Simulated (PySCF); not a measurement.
Method: PBE/[Ir def2-TZVP with ECP60, O def2-TZVP, Cl def2-TZVP], scalar-relativistic core potentials, density fitting, no spin–orbit coupling, PySCF. Open shells, if any, are unrestricted.

**Question.** What shape and geometry does isolated doublet IrOCl₂ take (every ligand bound to Ir)?

**Answer.** Formally Ir is in oxidation state +4, d5, with 1 unpaired electron (the high-spin count would be 5). The Mulliken spin on Ir is 0.58. The polar-tensor charge on Ir, 1.03, is far below the formal one. The lowest minimum found is a doublet of C2v symmetry with Ir–Cl 2.192 Å (×2), Ir–O 1.694 Å; Cl–Ir–Cl 118.6°, Cl–Ir–O 120.7° (×2). Its harmonic wavenumbers are 109 (a1), 136 (b1), 187 (b2), 406 (a1), 417 (b2), 977 (a1) cm⁻¹ and its dipole moment is 0.53 D.

Other isomers or separated fragments may lie lower. With open d or f shells other occupations or spin states may lie lower. With an element this heavy the missing spin–orbit coupling can shift these numbers.
